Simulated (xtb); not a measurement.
WSCl4, SMILES [S]=[W]([Cl])([Cl])([Cl])[Cl], multiplicity 1. All values are semi-empirical tight-binding results from xtb (GFN2-xTB unless named), good for trends rather than for accurate numbers. Geometry optimised at GFN2-xTB. The multiplicity is an assumed one; no other spin state was optimised. The isomer is the one that the SMILES or the coordinates give; other isomers of the formula were not compared.

For metal compounds this method's bond lengths and energies can be far off.

| Property | Value |
|---|---|
| point group as xtb finds it | C3v |
| orbital gap | 1.64 eV |
| zero-point energy | 3.7 kcal/mol |
| G − E(el) at 298.15 K (modified RRHO) | -19.5 kcal/mol |
